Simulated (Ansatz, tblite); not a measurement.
Forces on the cluster Mo₂O₂⁺ at its PBE0-D4/def2-TZVP geometry. The state is a doublet with charge 1.

In the def2 sets Mo takes a core potential; there is no spin–orbit coupling. The xTB rows come from tblite. At PBE-D4/def2-TZVP the charge 1 doublet is spin-contaminated (final ⟨S²⟩ up to 2.22, 0.75 for a pure state). No other spin state of charge 1 was run. The geometry of the doublet was relaxed on an unsound state (⟨S²⟩ 2.89, where a pure state has 0.75). Another isomer (doublet) lies 1.02 eV lower at PBE0-D4/def2-TZVP; other spin states weren't run for this one.

GFN1-xTB (tblite), largest force 3.47 eV/Å:

```xyz
4
positions Å, forces eV/Å
Mo   -0.158   -0.891   -0.262    0.566    3.091    1.061
Mo   -0.328    1.483    0.903    1.114   -3.243   -0.534
O    -0.234   -0.675   -1.896   -0.368   -0.632   -0.294
O     0.720    0.083    1.255   -1.312    0.784   -0.234
```

GFN2-xTB (tblite), largest force 2.10 eV/Å:

```
Mo 1.473 1.466 0.093
Mo 1.021 -1.106 0.295
O -0.569 -0.582 0.430
O -1.924 0.221 -0.817
```

PBE-D4/def2-TZVP (Ansatz), largest force 1.80 eV/Å:

```
Mo -0.727 0.983 1.201
Mo 0.206 -1.711 -0.517
O 0.138 0.040 -1.162
O 0.383 0.689 0.478
```
